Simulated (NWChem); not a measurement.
System: AgCl; SMILES [Cl][Ag]

The following NWChem deck was run.

```
start job
memory heap 200 mb stack 900 mb global 1100 mb
geometry units angstroms noautoz
  Ag     0.000000     0.000000    -0.632186
  Cl     0.000000     0.000000     1.668512
end
basis spherical
  * library def2-tzvp
end
ecp
  Ag library def2-ecp
end
dft
  xc becke88 lyp
  iterations 200
end
task dft gradient
```

Output (shortened):

```
             Northwest Computational Chemistry Package (NWChem) 7.3.0
             --------------------------------------------------------

 ORDER OF PRIMARY AXIS IS BEING SET TO 4
 C4V symmetry detected

                             Geometry "geometry" -> ""
                             -------------------------

 Output coordinates in angstroms (scale by  1.889725989 to convert to a.u.)

  No.       Tag          Charge          X              Y              Z
 ---- ---------------- ---------- -------------- -------------- --------------
    1 Ag                  47.0000     0.00000000     0.00000000    -0.61112291
    2 Cl                  17.0000     0.00000000     0.00000000     1.68957509

 Effective nuclear repulsion energy (a.u.)     183.7758028002

      Symmetry information
      --------------------

 Group name             C4v
 Group number             18
 Group order               8
 No. of unique centers     2

                                 NWChem DFT Module
                                 -----------------

 Summary of "ao basis" -> "ao basis" (spherical)
 ------------------------------------------------------------------------------
       Tag                 Description            Shells   Functions and Types
 ---------------- ------------------------------  ------  ---------------------
 Ag                        def2-tzvp                14       40   6s4p3d1f
 Cl                        def2-tzvp                13       37   5s5p2d1f

      Symmetry analysis of basis
      --------------------------

        a1         27
        a2          0
        b1          7
        b2          7
        e          36

            General Information
            -------------------
          SCF calculation type: DFT
          Wavefunction type:  closed shell.
          No. of atoms     :     2
          No. of electrons :    36
           Alpha electrons :    18
            Beta electrons :    18
          Charge           :     0
          Spin multiplicity:     1
          Use of symmetry is: on ; symmetry adaption is: on
          Maximum number of iterations: 200
          AO basis - number of functions:    77
                     number of shells:    27
          Convergence on energy requested:  1.00D-06
          Convergence on density requested:  1.00D-05
          Convergence on gradient requested:  5.00D-04

              XC Information
              --------------
                    Becke 1988 Exchange Functional  1.000
              Lee-Yang-Parr Correlation Functional  1.000

             Grid Information
             ----------------
          Grid used for XC integration:  medium
          Radial quadrature: Mura-Knowles
          Angular quadrature: Lebedev.
          Tag              B.-S. Rad. Rad. Pts. Rad. Cut. Ang. Pts.
          ---              ---------- --------- --------- ---------
          Ag                  1.60      123           8.0       590
          Cl                  1.00       88          10.0       590
          Grid pruning is: on
          Number of quadrature shells:   211
          Spatial weights used:  Erf1

      Superposition of Atomic Density Guess
      -------------------------------------

 Sum of atomic energies:        -627.21072599

      Non-variational initial energy
      ------------------------------

 Total energy =    -605.275430
 1-e energy   =   -1041.910854
 2-e energy   =     362.343078
 HOMO         =      -0.436755
 LUMO         =      -0.180567

      Symmetry analysis of molecular orbitals - initial
      -------------------------------------------------

 !! scf_movecs_sym_adapt:   14 vectors were symmetry contaminated

  Symmetry fudging

 !! scf_movecs_sym_adapt:   14 vectors were symmetry contaminated

  Numbering of irreducible representations:

     1 a1          2 a2          3 b1          4 b2          5 e

  Orbital symmetries:

     1 a1          2 a1          3 a1          4 e           5 e
     6 a1          7 a1          8 e           9 e          10 a1
    11 a1         12 e          13 e          14 b1         15 b2
    16 a1         17 e          18 e          19 a1         20 e
    21 e          22 a1         23 a1         24 e          25 e
    26 a1         27 a1         28 b1

   convergence    iter        energy       DeltaE   RMS-Dens  Diis-err
 ---------------- ----- ----------------- --------- --------- ---------
 d= 0,ls=0.0,diis     1   -607.1153291507 -6.81D+02  1.89D-02  1.31D+00
 d= 0,ls=0.0,diis     2   -606.8248634215  2.90D-01  1.59D-02  4.38D+00
 d= 0,ls=0.0,diis     3   -607.1929673440 -3.68D-01  2.46D-03  8.62D-02
 d= 0,ls=0.0,diis     4   -607.1995089238 -6.54D-03  1.25D-03  9.79D-03
 d= 0,ls=0.0,diis     5   -607.2002787594 -7.70D-04  8.74D-04  2.07D-03
  Resetting Diis
 d= 0,ls=0.0,diis     6   -607.2005133868 -2.35D-04  3.35D-04  6.58D-04
 d= 0,ls=0.0,diis     7   -607.2006247765 -1.11D-04  3.74D-05  8.90D-06
 d= 0,ls=0.0,diis     8   -607.2006244011  3.75D-07  2.34D-05  1.38D-05
 d= 0,ls=0.0,diis     9   -607.2006253427 -9.42D-07  7.21D-06  9.57D-07

         Total DFT energy =     -607.200625342685
      One electron energy =    -1045.136719868162
           Coulomb energy =      406.000083795677
    Exchange-Corr. energy =      -42.356335083037
 Nuclear repulsion energy =       74.292345812837

 Numeric. integr. density =       36.000001134902

                  Occupations of the irreducible representations
                  ----------------------------------------------

                     irrep           alpha         beta
                     --------     --------     --------
                     a1                8.0          8.0
                     a2                0.0          0.0
                     b1                1.0          1.0
                     b2                1.0          1.0
                     e                 8.0          8.0

                       DFT Final Molecular Orbital Analysis
                       ------------------------------------

 Vector   16  Occ=2.000000D+00  E=-2.507771D-01  Symmetry=a1
              MO Center= -5.5D-15,  6.1D-15,  4.1D-01, r^2= 2.6D+00
   Bfn.  Coefficient  Atom+Function         Bfn.  Coefficient  Atom+Function
  ----- ------------  ---------------      ----- ------------  ---------------
     5      0.399972  1 Ag s                 21     -0.387473  1 Ag d  0
    57     -0.347666  2 Cl pz                 3     -0.254951  1 Ag s
    60     -0.248036  2 Cl pz                26     -0.213996  1 Ag d  0
    54     -0.165667  2 Cl pz                48      0.137769  2 Cl pz
     2      0.134377  1 Ag s                 31     -0.130245  1 Ag d  0

 Vector   17  Occ=2.000000D+00  E=-2.292646D-01  Symmetry=e
              MO Center=  3.1D-14,  3.7D-14,  1.4D+00, r^2= 1.9D+00
   Bfn.  Coefficient  Atom+Function         Bfn.  Coefficient  Atom+Function
  ----- ------------  ---------------      ----- ------------  ---------------
    56      0.377634  2 Cl py                55      0.312487  2 Cl px
    59      0.281670  2 Cl py                58      0.233078  2 Cl px
    53      0.192050  2 Cl py                20     -0.179231  1 Ag d -1
    52      0.158919  2 Cl px                47     -0.154009  2 Cl py
    22      0.148311  1 Ag d  1              46     -0.127441  2 Cl px

 Vector   18  Occ=2.000000D+00  E=-2.292646D-01  Symmetry=e
              MO Center=  5.6D-16, -6.5D-16,  1.4D+00, r^2= 1.9D+00
   Bfn.  Coefficient  Atom+Function         Bfn.  Coefficient  Atom+Function
  ----- ------------  ---------------      ----- ------------  ---------------
    55      0.377634  2 Cl px                56     -0.312487  2 Cl py
    58      0.281670  2 Cl px                59     -0.233078  2 Cl py
    52      0.192050  2 Cl px                22      0.179231  1 Ag d  1
    53     -0.158919  2 Cl py                46     -0.154009  2 Cl px
    20      0.148311  1 Ag d -1              47      0.127441  2 Cl py

 Vector   19  Occ=0.000000D+00  E=-1.528456D-01  Symmetry=a1
              MO Center=  1.9D-15, -1.5D-14, -9.5D-01, r^2= 3.9D+00
   Bfn.  Coefficient  Atom+Function         Bfn.  Coefficient  Atom+Function
  ----- ------------  ---------------      ----- ------------  ---------------
     5      0.707537  1 Ag s                  6      0.342216  1 Ag s
     3     -0.320330  1 Ag s                 57      0.237792  2 Cl pz
    60      0.236335  2 Cl pz                15     -0.207750  1 Ag pz
     2      0.173904  1 Ag s                  4     -0.155941  1 Ag s
     9      0.143280  1 Ag pz                18     -0.143342  1 Ag pz

 Vector   20  Occ=0.000000D+00  E=-2.542752D-02  Symmetry=e
              MO Center= -3.4D-15,  5.4D-16, -6.9D-01, r^2= 6.4D+00
   Bfn.  Coefficient  Atom+Function         Bfn.  Coefficient  Atom+Function
  ----- ------------  ---------------      ----- ------------  ---------------
    16      0.715528  1 Ag px                13      0.356915  1 Ag px
    17     -0.239298  1 Ag py                58     -0.186808  2 Cl px
     7     -0.182892  1 Ag px                14     -0.119365  1 Ag py
    55     -0.101542  2 Cl px                52     -0.072372  2 Cl px
    59      0.062475  2 Cl py                 8      0.061166  1 Ag py

[...]

                         DFT ENERGY GRADIENTS

    atom               coordinates                        gradient
                 x          y          z           x          y          z
   1 Ag      0.000000   0.000000  -1.154855    0.000000   0.000000   0.002704
   2 Cl      0.000000   0.000000   3.192834    0.000000   0.000000  -0.002704
```

Level: BLYP/def2-TZVP with def2 effective core potentials on Ag. Geometry: optimised at PBE-D3(BJ)/def2-SVP. def2 effective core potentials on Ag; no spin-orbit coupling.
